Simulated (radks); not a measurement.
The numbers below are computed, except where a source is named.
Question: Cr2+, configuration [Ar] 3d4. Level of theory: non-relativistic Kohn-Sham, PBE, spin-unpolarised, spherical densities, point nucleus (a radial shooting solver on a logarithmic mesh with Libxc functionals). Some entries of the table are withheld. Estimate them.

orbital  occ.  eigenvalue (eV)  <r> (bohr)
1s          2        -5855.420     0.06419
2s          2        -679.3532      0.2960
2p          6        -580.4968         (1)
3s          2         -93.7135      0.9056
3p          6         -66.1687         (2)
3d          4         -23.0002         (3)
4s          0         -18.4568       2.712
4p          0         -13.4024       3.194

Answer: 
(1) 2p <r> (bohr): 0.2610
(2) 3p <r> (bohr): 0.9590
(3) 3d <r> (bohr): 1.222
